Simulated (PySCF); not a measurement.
CH₆O₂Si₂.

```xyz
11

O     -1.5642    -0.0879     0.0000
C     -0.3676    -0.3507     0.0000
Si     0.2430    -2.1945     0.0000
Si     0.7740     1.2340     0.0000
O     -0.3530     2.4530     0.0000
H      1.0925    -2.3936     1.2110
H     -0.9143    -3.1282     0.0000
H      1.0925    -2.3936    -1.2110
H      1.6390     1.2436     1.2130
H      1.6390     1.2436    -1.2130
H     -1.2437     2.0571     0.0000
```

Geometry: B3LYP-D3(BJ)/def2-SVP. A frequency run showed that this geometry is not a minimum. This is a generated structure with no PubChem entry under its InChIKey; it may be hypothetical. Other conformers were not sampled.

Method: PBE/pcSseg-1 (PySCF). Non-relativistic, no solvent.

Computed absolute GIAO shielding of each atom: isotropic value and principal components (ppm):
| atom | σ(iso) | σ11 | σ22 | σ33 | span |
|---|---|---|---|---|---|
| O1 | -734.2 | -2050.4 | -559.9 | 407.8 | 2458.2 |
| C2 | -128.1 | -346.1 | -122.3 | 84.3 | 430.4 |
| Si3 | 420.0 | 376.7 | 430.4 | 452.8 | 76.2 |
| Si4 | 382.1 | 306.9 | 372.2 | 467.2 | 160.3 |
| O5 | 339.2 | 286.9 | 361.4 | 369.4 | 82.5 |
| H6 | 26.7 | 24.3 | 26.0 | 29.8 | 5.5 |
| H7 | 27.3 | 24.3 | 25.8 | 31.8 | 7.5 |
| H8 | 26.7 | 24.3 | 26.0 | 29.8 | 5.5 |
| H9 | 26.0 | 22.5 | 25.4 | 30.2 | 7.7 |
| H10 | 26.0 | 22.5 | 25.4 | 30.2 | 7.7 |
| H11 | 29.0 | 18.2 | 24.7 | 44.1 | 25.8 |
